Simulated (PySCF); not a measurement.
Species: C₆H₉BS.
SMILES with atom numbers: `[CH3:1][B:2]([CH3:3])[c:4]1[cH:5][cH:6][s:7][cH:8]1` (hydrogens: H9, H10, H11 on C1; H12, H13, H14 on C3; H15 on C5; H16 on C6; H17 on C8)

Torsions of this conformer, `[CH3:1][B:2]([CH3:3])[c:4]1[cH:5][cH:6][s:7][cH:8]1`: C1–B2–C4–C5 3°.

The closed-shell ground state was solved at several levels (PySCF, density fitting, gas phase, non-relativistic). Geometry: PBE0-D3(BJ)/def2-SVP; no solvent, vibrations or thermal averaging.

```json
{"level": "CAM-B3LYP/def2-SVPD", "basis functions": "239", "total energy (Eh)": "-656.6588", "HOMO (eV)": "-8.27", "LUMO (eV)": "-0.19", "gap (eV)": "8.08", "dipole (D)": "0.22"}
{"level": "wB97X-D/pcSseg-1", "basis functions": "188", "total energy (Eh)": "-656.9643", "HOMO (eV)": "-8.83", "LUMO (eV)": "0.50", "gap (eV)": "9.33", "dipole (D)": "0.21"}
```

(1) Estimate the row for PBE0/pcSseg-1, a basis of 188 functions; the other rows only guide the guess.

(2) Over all these levels, which gives the widest orbital gap and which the narrowest?

(3) How far do the dipole and the HOMO energy spread over the levels?

Answers

(1) Total energy -656.5976 Eh, HOMO -7.04 eV, LUMO -1.25 eV, gap 5.79 eV, dipole 0.22 D.

(2) wB97X-D/pcSseg-1 (range-separated hybrid) has the widest, 9.33 eV, and PBE0/pcSseg-1 (global hybrid, 25 % exact exchange) the narrowest, 5.79 eV. The two share the basis. From the narrowest to the widest the HOMO moves by -1.79 eV and the LUMO by +1.75 eV.

(3) The dipole runs from 0.21 to 0.22 D (mean 0.22 D) and the HOMO from -8.83 to -7.04 eV.

The pairwise dispersion term of wB97X-D wasn't added to the energies; at a given geometry it leaves orbitals and properties as they are.
